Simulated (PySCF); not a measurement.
Calculation: PySCF with PBE-D3(BJ)/def2-TZVP // PBE0-D4/def2-TZVP. Isolated molecules, 0 K electronic values unless said otherwise. One relaxed conformer stands for a flexible species; it need not be the lowest. Excitations are Tamm–Dancoff values on a coarser integration grid. The basis has no diffuse functions, so Rydberg states are missing or too high.

Reference species (SMILES): `Cl[SiH2]CO` (H–O–C–Si torsion -176°, O–C–Si–Cl torsion 67°) (neutral, multiplicity 1).

The HOMO comes out as -6.61 eV, the S1–T1 gap (TDA) is 0.23 eV and the S1 oscillator strength comes out as 0.006. The LUMO comes out as -0.55 eV.

Changed species: `F[SiH2]Cl` (X = fluoro; the reference has X = hydroxymethyl).

Task: Predict the effect on the HOMO, S1–T1 gap (TDA), S1 oscillator strength and LUMO.

Result: the HOMO falls by 1.26 eV, to -7.87 eV; the S1–T1 gap (TDA) goes up by 0.09 eV, to 0.32 eV; the S1 oscillator strength stays essentially unchanged; the LUMO decreases by 0.28 eV, to -0.83 eV.
